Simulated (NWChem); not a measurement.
HgI₂; SMILES [Hg]([I])[I]

Results from NWChem. Medium grid unless said otherwise, to which SCAN and Minnesota functionals are sensitive. All runs use the structure optimised with PBE0/def2-SVP. def2 effective core potentials on I, Hg; no spin-orbit coupling. Total energies of different functionals are on different scales.

```tsv
level	energy (Ha)	highest occupied level (eV)	orbital gap (eV)
B3LYP/def2-SVP	-749.2103	-7.39	4.34
PBE/def2-SVP	-748.9776	-6.54	2.94
OLYP/def2-SVP	-749.7212	(withheld)	(withheld)
LC-wPBE (HJS exchange hole, range parameter 0.4 per bohr)/def2-SVP	-749.0826	-10.28	9.38
KT2/def2-SVP	-753.2226	-6.62	2.95
BHandHLYP/def2-SVP	-748.7434	-8.59	6.59
PW6B95/def2-SVP	-749.4071	-7.69	4.89
MN15/def2-SVP	-747.2480	-8.19	5.67
```

Q: What belongs in the gaps?

A: 
- OLYP/def2-SVP, highest occupied level (eV): -6.31
- OLYP/def2-SVP, orbital gap (eV): 2.99
